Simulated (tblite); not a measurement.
Species: C4H13NSi2.
Z-matrix (Å and degrees, GFN2-xTB geometry), rows numbered from 1:
```
C 
Si  1  1.8961
C   2  1.8904  1  109.22
C   3  1.5455  2  115.68  1   177.31
C   4  1.5405  3  100.39  2  -137.67
Si  3  1.9132  2  120.96  1    69.99
N   6  1.7233  3  114.48  2  -107.48
H   1  1.0857  2  110.97  3   -54.18
H   1  1.0857  2  111.43  3    65.68
H   1  1.0852  2  111.26  3  -174.38
H   2  1.4717  1  109.92  3   120.12
H   2  1.4739  1  109.72  3  -121.35
H   3  1.0927  2  108.74  1   -58.78
H   4  1.0897  3  110.84  2   -20.80
H   4  1.0900  3  113.35  2   100.53
H   5  1.0897  4  111.57  3  -103.95
H   5  1.0877  4  113.64  3   134.83
H   6  1.4616  3  119.57  2    18.73
H   7  1.0070  6  119.30  3   -42.93
H   7  1.0058  6  119.26  3   176.96
```

Method: GFN2-xTB as coded in tblite; computed harmonic values from a numerical Hessian at the method's own geometry, unscaled. Against measured fundamentals such values can be off by several per cent, at times by over 20. Modes of hydrogen on silicon can be 10 to 20 % off. One conformer, not necessarily the lowest.

Harmonic wavenumbers (cm⁻¹): 41.5, 57.9, 95.3, 117.9, 143.9, 162.8, 199.9, 231.9, 281.4, 446.6, 470.9, 481.1, 546.7, 558.0, 628.4, 647.0, 678.9, 696.3, 725.0, 762.2, 799.3, 807.1, 826.1, 837.8, 881.3, 890.8, 923.8, 1009.3, 1036.3, 1043.2, 1097.6, 1179.4, 1217.8, 1237.0, 1291.1, 1373.9, 1479.7, 1492.7, 1496.7, 1506.4, 1516.3, 2164.7, 2189.4, 2265.8, 2934.7, 2968.7, 2988.8, 2992.3, 3007.2, 3041.8, 3044.1, 3048.5, 3477.1, 3516.5.

A = 2423, B = 1211, C = 884.5 MHz; mass 131.059 u (most abundant isotopes); point group C1, symmetry number 1.

Task: Zero-point energy?

Result: ½Σν̃ = 34778 cm⁻¹ = 99.44 kcal/mol.

Task: Entropy at 200 K, 1 bar (ideal gas, RRHO, classical rotation)?

Result: Translation 38.57, rotation 28.02, vibration 22.70: S = 89.3 cal/(mol K).

Task: And Cp and H(200 K) − H(0)?

Result: Cp = 31.34 cal/(mol K), of which vibrations give 23.39 (their classical limit is 54 R = 107.3); H(200 K) − H(0) = 4.01 kcal/mol without the zero-point energy, 2.42 from vibrations.

Task: What must be added to the electronic energy to get the Gibbs energy at 200 K and 1 bar?

Result: ZPE + [H(200 K) − H(0)] − T·S = 99.44 + 4.01 − 17.86 = 85.59 kcal/mol.

Task: Blend soft modes into free rotors: weight 1/[1 + (100 cm⁻¹/ν̃)⁴] for the oscillator and the rest for a rotor with moment μB/(μ + B), μ = h/(8π²ν), B = 10⁻⁴⁴ kg m². What vibrational entropy results?

Result: 20.91 cal/(mol K) in place of 22.70, which changes −T·S at 200 K by +0.36 kcal/mol.

Hindered rotation and anharmonicity are outside this model. Other conformers, if any are populated, would add a mixing term that is left out. The structure is chiral; the term R ln 2 for an equal mix with its mirror image is left out.
